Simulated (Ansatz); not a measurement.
The lowest singlet and triplet of S2 (SMILES S=S); geometries from B3LYP-D3(BJ)/def2-TZVP, each state relaxed from the structure named, with no frequency check, low spin by broken symmetry.
Singlet at the triplet's geometry (charge 0, multiplicity 1):
```xyz
2

S      0.00000     0.00000    -0.95185
S      0.00000     0.00000     0.95185
```

A positive gap puts the triplet lower; no zero-point energy. R- takes a restricted singlet, here one determinant of a half-filled degenerate or near-degenerate pair, which mixes singlet states. U- takes an unrestricted singlet (broken symmetry where lower, unprojected). The triplet is unrestricted in single-reference levels.

Correlated levels freeze the cores.

Codes used: Ansatz (Gaussian orbitals). Each number belongs to the level named beside it.

Q: One of these levels gives 0.272 eV for the gap E(singlet) − E(triplet), vertical, at the triplet's geometry. Which one is it?
A) R-CCSD/cc-pV(Q+d)Z
B) U-wB97M-V/def2-TZVPP (spin-contaminated)
C) R-HF/cc-pV(T+d)Z
D) U-B3LYP/def2-TZVPP (spin-contaminated)

A: B, U-wB97M-V/def2-TZVPP (spin-contaminated). The others give 1.489 (R-HF/cc-pV(T+d)Z), 0.212 (U-B3LYP/def2-TZVPP (spin-contaminated)), 0.824 (R-CCSD/cc-pV(Q+d)Z)

Doubts at one or more of the structures used: a restricted determinant that unrestricted orbitals would lower (R-HF/cc-pV(T+d)Z, R-CCSD/cc-pV(Q+d)Z).

Ansatz is a program for electronic structure.
